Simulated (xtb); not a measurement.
xtb input:

```bash
xtb mol.xyz --gfn 2 --ohess tight --chrg -1 --uhf 0
```
mol.xyz:
```
4

Si    -0.15018309     0.01005673     0.48229491
F     -0.88181258    -1.19541874    -0.28946833
F     -0.78036005     1.24859722    -0.24974813
Cl     1.82201865    -0.04238007     0.02175320
```

Question: What final total energy does it print?

Answer: -16.08714 Eh (GFN2-xTB).

It need not be the lowest isomer of its formula. Whether it binds its extra electron was not tested at this geometry.
